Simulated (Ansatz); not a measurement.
A run for Ansatz (a program for electronic structure): R-CCSD(T)/cc-pV(Q+d)Z on H4P2 (SMILES PP), a point of a torsion scan. Files ending in .json are basis or fitting sets from the Basis Set Exchange.

Ansatz 0.2 input:
```yaml
crystal:
  periodic: [false, false, false]
  atoms:
    - {symbol: P, position_ang: [-1.07379638, -0.28925099, -0.57484190]}
    - {symbol: P, position_ang: [1.09798117, 0.04707015, -0.63280848]}
    - {symbol: H, position_ang: [-1.42498156, 1.02390111, -0.27772221]}
    - {symbol: H, position_ang: [-1.15506176, -0.63997331, 0.77008023]}
    - {symbol: H, position_ang: [1.36365525, -0.44474380, 0.64133458]}
    - {symbol: H, position_ang: [1.08064953, 1.35318526, -0.15045053]}
basis:
  gaussian:
    orbitals: cc-pV_Q+d_Z.json
magnetization: {spin_polarized: false}
correlation: {method: ccsd_t, electrons: outside_noble_gas}
scf: {lower_state_search: off}
```

Question: What total energy does the run end on?

Answer: -684.2291 hartree (reference determinant -683.8292, T1 diagnostic 0.015).

Question: How many basis functions does it have, and what does it roughly cost on one machine?

Answer: 248 functions; very roughly 6 core-minutes.
